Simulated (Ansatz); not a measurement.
`O[AsH][SiH3]` + `C[NH][GeH3]` → `C[N]([SiH3])[GeH3]` + `O[AsH2]` at 700 K and 1 bar (cleavage of the Si–As bond).

Gas-phase electronic energies from Ansatz, PBE0-D4/def2-TZVP geometries. CCSD(T)/CBS adds triple-zeta CCSD(T) − MP2 to the extrapolated MP2 energy (def2 sets, frozen cores). For As, Ge outer-core shells are correlated without core-valence functions, which leaves a few kJ/mol of doubt a bond. Scalar relativity is left out up to krypton. One conformer a species, not always the lowest.

| species | CCSD(T)/CBS energy (Eh) | H − E (kJ/mol) | S (J/(mol·K)) |
| --- | --- | --- | --- |
| `O[AsH][SiH3]` | -2602.26090 | 187.7 | 423.4 |
| `C[NH][GeH3]` | -2173.06430 | 268.1 | 408.1 |
| `C[N]([SiH3])[GeH3]` | -2463.36560 | 332.8 | 504.2 |
| `O[AsH2]` | -2311.97217 | 115.9 | 321.3 |

H − E and S are ideal-gas, rigid-rotor, harmonic terms from PBE0-D4/def2-TZVP, for one conformer and one mirror image of each species. 1 Eh = 2625.50 kJ/mol, R = 8.31446 J/(mol·K).

**Question.** By hand: ΔE, ΔH, ΔS and ΔG.

**Answer.** ΔE = (-2463.36560) + (-2311.97217) − (-2602.26090) − (-2173.06430) = -0.01257 Eh = -33.0 kJ/mol. Δ(H − E) = 332.8 + 115.9 − 187.7 − 268.1 = -7.1, so ΔH = -40.1 kJ/mol. ΔS = 504.2 + 321.3 − 423.4 − 408.1 = -6.0 J/(mol·K). ΔG = -40.1 − 700 × (-6.0)/1000 = -35.9 kJ/mol.

**Question.** By hand: the equilibrium constant, and the temperature at which ΔG would vanish if ΔH and ΔS stayed fixed.

**Answer.** log₁₀ K = −ΔG/(RT ln 10) = 2.7. ΔG = 0 at ΔH/ΔS = 6683 K, far beyond where these terms or the molecules hold.

The number of gas molecules stays the same, so ΔS is small and ΔH decides. A doubt of 5 kJ/mol in ΔE shifts log₁₀ K by 0.4 here. Other conformers and mirror images would add mixing entropy, several J/(mol·K) or more a flexible species. These are equilibria of isolated gas molecules and say nothing of rates. Largest T1 diagnostic: 0.012 (customary marks: 0.02 for closed shells, 0.045 for open ones).
